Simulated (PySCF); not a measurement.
A structure optimised at B3LYP-D3(BJ)/def2-TZVP, used in a PySCF frequency run:

```
Zn
F 1 1.7574
I 1 2.4108 2 180.00
```

**Question.** Write its SMILES, formula and point group.

**Answer.** [F][Zn][I], FIZn, C∞v

**Question.** What are its rotational constants (standard atomic weights)?

**Answer.** 1.1366 GHz (linear rotor, B only)
